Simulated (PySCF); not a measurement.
## Deuteron quadrupole couplings in `CC#CC#C/C=C/C[SiH3]`

Species: C8H10Si.
Cartesian coordinates in Å at the PBE0-D3(BJ)/def2-SVP level; atoms count from 1:
```xyz
19
C8H10Si angstrom
C      5.286   -1.489   -1.547
C      4.014   -0.992   -1.063
C      2.945   -0.572   -0.654
C      1.744   -0.104   -0.197
C      0.667    0.313    0.208
C     -0.561    0.805    0.707
C     -1.682    0.941   -0.031
C     -2.989    1.416    0.494
Si    -4.205   -0.022    0.756
H      5.143   -2.228   -2.352
H      5.907   -0.672   -1.948
H      5.854   -1.978   -0.740
H     -0.579    1.092    1.767
H     -1.645    0.647   -1.086
H     -3.466    2.119   -0.211
H     -2.872    1.938    1.457
H     -3.665   -0.958    1.787
H     -5.526    0.509    1.213
H     -4.398   -0.766   -0.526
```

Level: PBE0/pcSseg-1 (PySCF, non-relativistic); Q(2H) = 0.00286 b; rigid geometry, the same for H and D, with no vibrational averaging.

Question: Rank these positions by the coupling χzz of a deuteron there, largest first.
A. H10 (methyl hydrogen)
B. H14 (vinylic hydrogen)
C. H18 (Si–H hydrogen)

Answer: B (198 kHz), A (193 kHz), C (93 kHz).

What are Vzz, η and χzz (234.96 MHz × Q × Vzz) at all hydrogens?

```json
{"atom": "H10", "bonded to": "C1", "bond length (Å)": "1.102", "Vzz (au)": "0.2872", "η": "0.03", "χzz (kHz)": "193"}
{"atom": "H11", "bonded to": "C1", "bond length (Å)": "1.102", "Vzz (au)": "0.2871", "η": "0.03", "χzz (kHz)": "193"}
{"atom": "H12", "bonded to": "C1", "bond length (Å)": "1.102", "Vzz (au)": "0.2873", "η": "0.03", "χzz (kHz)": "193"}
{"atom": "H13", "bonded to": "C6", "bond length (Å)": "1.098", "Vzz (au)": "0.2949", "η": "0.09", "χzz (kHz)": "198"}
{"atom": "H14", "bonded to": "C7", "bond length (Å)": "1.096", "Vzz (au)": "0.2947", "η": "0.06", "χzz (kHz)": "198"}
{"atom": "H15", "bonded to": "C8", "bond length (Å)": "1.104", "Vzz (au)": "0.2888", "η": "0.04", "χzz (kHz)": "194"}
{"atom": "H16", "bonded to": "C8", "bond length (Å)": "1.102", "Vzz (au)": "0.2902", "η": "0.04", "χzz (kHz)": "195"}
{"atom": "H17", "bonded to": "Si9", "bond length (Å)": "1.493", "Vzz (au)": "0.1406", "η": "0.02", "χzz (kHz)": "94"}
{"atom": "H18", "bonded to": "Si9", "bond length (Å)": "1.496", "Vzz (au)": "0.1390", "η": "0.02", "χzz (kHz)": "93"}
{"atom": "H19", "bonded to": "Si9", "bond length (Å)": "1.494", "Vzz (au)": "0.1398", "η": "0.02", "χzz (kHz)": "94"}
```

Average by the element that carries the hydrogen.

on C: 195 kHz over 7 positions, mean bond length 1.101 Å; on Si: 94 kHz over 3 positions, mean bond length 1.494 Å.

A static deuteron (I = 1) shows a doublet split by (3/2)χ, (3/4)χ(1 + η) and (3/4)χ(1 − η) with the field along z, y and x of the gradient. What are these for H13?

With |χ| = 198.2 kHz and η = 0.089: 297, 162 and 135 kHz, to first order and without motion.

Isolated species at its PBE0-D3(BJ)/def2-SVP geometry (one conformer only). The basis is small and wasn't made for field gradients, so the couplings can be 20 % off.
